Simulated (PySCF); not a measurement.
## Hf⁵⁹⁺: ionisation energy

Hf⁵⁹⁺ [Ne] 3s2 3p1 (2P) → Hf⁶⁰⁺ [Ne] 3s2 (1S), as a difference of total energies. Computed with PySCF 2.14 in an uncontracted even-tempered set (17 s from 15 bohr⁻², ratio 2.5; 12 p from 20 bohr⁻², ratio 2.5; 4 d from 76 bohr⁻², ratio 2.7; 4 f from 110 bohr⁻², ratio 2.7), with scalar relativity by spin-free X2C-1e. Correlated levels: outer shells: 1s2 frozen; virtual orbitals above 40 to 60 times the deepest correlated orbital energy dropped. The calculations carry no spin-orbit coupling.

```tsv
method	ionisation energy (eV)
UHF	6065.6
MP2 (outer shells)	6066.3
SCS-MP2 (outer shells)	6066.1
CCSD (outer shells)	6066.3
CCSD(T) (outer shells)	6066.3
```

A first-order spin-orbit estimate (lowest level to lowest level, LS coupling) adds 197.6 eV.

Breit and QED terms and the two-electron picture change are absent.

First order in ζ underestimates the shift of j = l − 1/2 levels at high Z.

For comparison: 6284 ± 7 eV (theoretical estimate listed by NIST; NIST Atomic Spectra Database, ionization energies).
